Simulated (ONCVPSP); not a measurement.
## Logarithmic derivatives: N (Z = 7), ONCV

| Item | Value |
| --- | --- |
| Element | nitrogen |
| Generator | ONCVPSP 4.0.1 |
| Type | optimised norm-conserving Vanderbilt (ONCV) |
| Functional | PBE |
| Relativity | scalar-relativistic |
| Frozen core | [He] |
| Valence charge | 5 |
| Reference configuration | 2s2 2p3 |
| Partial waves | 2s: rc 0.70 bohr, ncon 4, nbas 8, qcut 10.3 1/bohr, 2 projectors, debl 0.9 Ha; 2p: rc 2.50 bohr, ncon 4, nbas 8, qcut 5.4 1/bohr, 3 projectors, debl 1.8 Ha; d scattering state at 0.31 Ha: rc 2.15 bohr, ncon 4, nbas 7, qcut 4.3 1/bohr, 2 projectors, debl 2.4 Ha |
| Local potential | polynomial inside 0.60 bohr (lpopt 5, dvloc0 0 Ha) |
| Core correction | Teter function, fcfact 5.5, rcfact 1.6 |

The phase is arctan(r·R′/R) of the radial function R(r), unwrapped; energies in Ha, scanned from -2 to 5 Ha. A pole is an energy at which the radial function vanishes at the test radius. The pseudo phase is shifted by a multiple of π to meet the all-electron one at the reference energy, and phase errors are pseudo minus all-electron; the curves can meet again beyond the range given. Levels narrower than the energy grid can be missing from the lists of poles.

```csv
channel,radius (bohr),reference energy (Ha),"poles, all-electron","poles, pseudo",unbroken range about the reference energy with phases within 0.05 rad,phase error 1 Ha above the reference energy (rad)
s,0.71,-0.68,none,none,the whole range,+0.000
p,2.53,-0.26,"-0.12, 2.26","-0.12, 2.26",the whole range,+0.001
d,2.18,0.31,2.24,2.24,below 3.6,+0.002
```

Note: ghosts flagged at negative energy: s at -296.9 eV, d at -252.1 eV; GHOST(+) flags only above 600 eV. A true bound ghost makes a file unfit for plane-wave use.

Phases in the d channel:

```
E (Ha)  all-electron  pseudo
 -1.98         1.307   1.309
 -1.62         1.280   1.281
 -1.26         1.243   1.244
 -0.90         1.190   1.191
 -0.54         1.109   1.109
 -0.18         0.966   0.967
  0.18         0.666   0.666
  0.54        -0.032  -0.031
  0.90        -0.842  -0.840
  1.26        -1.223  -1.221
  1.62        -1.402  -1.401
  1.98        -1.510  -1.510
  2.34        -1.593  -1.593
  2.70        -1.675  -1.675
  3.06        -1.781  -1.780
  3.42        -1.978  -1.966
  3.78        -2.603  -2.489
  4.14        -3.903  -3.712
  4.50        -4.341  -4.251
  4.86        -4.492  -4.432
```
